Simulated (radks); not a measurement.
Values are calculated unless marked as measured or tabulated.
Mean orbital radii <r> (bohr) of the strontium ion Sr20+, [Ar], at several levels of relativity; Dirac values are averaged over j with weights 2j + 1. Spin-unpolarised spherical Kohn-Sham, PBE, point nucleus unless stated (finite: rms radius 4.224 fm), a radial shooting solver on a logarithmic mesh with Libxc functionals. A level marked "c x" has the speed of light scaled by that factor and shares open shells by 2j + 1; other Dirac levels either fill j = l - 1/2 first or share by 2j + 1.

| shell | non-rel. | scalar-rel. | scalar-rel., finite nucleus | Dirac, c x 1.5 | change of magnitude, last against first (%) |
|---|---|---|---|---|---|
| 1s | 0.04019 | 0.03917 | 0.03917 | 0.03974 | -1.12 |
| 2s | 0.1756 | 0.1712 | 0.1712 | 0.1735 | -1.17 |
| 2p | 0.1510 | 0.1492 | 0.1492 | 0.1501 | -0.57 |
| 3s | 0.4482 | 0.4399 | 0.4399 | 0.4444 | -0.84 |
| 3p | 0.4353 | 0.4316 | 0.4316 | 0.4336 | -0.40 |
